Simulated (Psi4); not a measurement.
Torsional profile of H4O4Si, SMILES O[Si](O)(O)O. Scanned: dihedral H6–O1–Si2–O3; all other coordinates were relaxed at GFN2-xTB. Heavy atoms are numbered in the order of the SMILES O[Si](O)(O)O, hydrogens after them in the order of the atoms that carry them; the mirror image has the same energies with the sign of each dihedral reversed.

Levels: PBE/def2-TZVP // GFN2-xTB (Psi4); PBE-D3(BJ)/def2-TZVP // GFN2-xTB (Psi4); B3LYP-D3(BJ)/def2-TZVP // GFN2-xTB (Psi4); MP2/cc-pVTZ = DF-MP2 (frozen core)/cc-pVTZ // GFN2-xTB (Psi4).

Energies relative to the lowest point of each profile, in kJ/mol; the last columns give the difference from MP2:

```tsv
φ / °	PBE/def2-TZVP	PBE-D3(BJ)/def2-TZVP	B3LYP-D3(BJ)/def2-TZVP	MP2/cc-pVTZ	PBE/def2-TZVP − MP2/cc-pVTZ	PBE-D3(BJ)/def2-TZVP − MP2/cc-pVTZ	B3LYP-D3(BJ)/def2-TZVP − MP2/cc-pVTZ
0	3.96	3.96	3.79	4.11	-0.15	-0.15	-0.32
10	2.33	2.33	2.22	2.51	-0.19	-0.19	-0.29
20	1.04	1.04	1.00	1.20	-0.16	-0.16	-0.20
30	0.26	0.26	0.24	0.34	-0.08	-0.08	-0.10
40	0.00	0.00	0.00	0.00	0.00	0.00	0.00
50	0.28	0.27	0.24	0.21	0.07	0.07	0.04
60	1.05	1.05	1.01	0.96	0.09	0.09	0.05
70	2.21	2.21	2.17	2.16	0.06	0.05	0.02
80	3.65	3.65	3.66	3.64	0.01	0.01	0.01
90	5.05	5.05	5.06	5.19	-0.14	-0.14	-0.13
100	6.33	6.33	6.32	6.64	-0.31	-0.31	-0.32
110	7.36	7.35	7.39	7.77	-0.41	-0.41	-0.37
```

PBE/def2-TZVP is furthest from MP2/cc-pVTZ at 110 (-0.41 kJ/mol, below); its mean absolute difference over the points is 0.14 kJ/mol.

PBE-D3(BJ)/def2-TZVP is furthest from MP2/cc-pVTZ at 110 (-0.41 kJ/mol, below); its mean absolute difference over the points is 0.14 kJ/mol.

B3LYP-D3(BJ)/def2-TZVP is furthest from MP2/cc-pVTZ at 110 (-0.37 kJ/mol, below); its mean absolute difference over the points is 0.15 kJ/mol.
